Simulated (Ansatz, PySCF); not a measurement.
Energy difference R1 → 2 P1, each structure at its B3LYP-D3(BJ)/def2-TZVP stationary point, reached from a drawn start (curvature not checked).
R1: N2 (SMILES N#N), charge 0, multiplicity 1.
P1: N atom, charge 0, multiplicity 4.

P less R. No zero-point or thermal terms; singlets are restricted closed shells; open shells are unrestricted.

Frozen-core correlation throughout.

Programs: Ansatz (a first-principles code) with Gaussian orbitals; PySCF for M06-2X. All values are computed, each at the level named.

```tsv
level	reaction energy (kcal/mol)
revPBE/def2-TZVPP	233.54
B97M-V/def2-TZVPP	224.36
B3LYP/def2-TZVPP	229.23
M06-2X/def2-TZVPP	226.90
wB97M-V/def2-TZVPP	230.13
B2PLYP/def2-TZVPP	228.62
MP2/cc-pVDZ	210.51
MP2/cc-pVTZ	(withheld)
CCSD(T)/cc-pVQZ	(withheld)
```

Question: What belongs in the gaps?

Answer: 
- MP2/cc-pVTZ, reaction energy (kcal/mol): 227.95
- CCSD(T)/cc-pVQZ, reaction energy (kcal/mol): 222.46
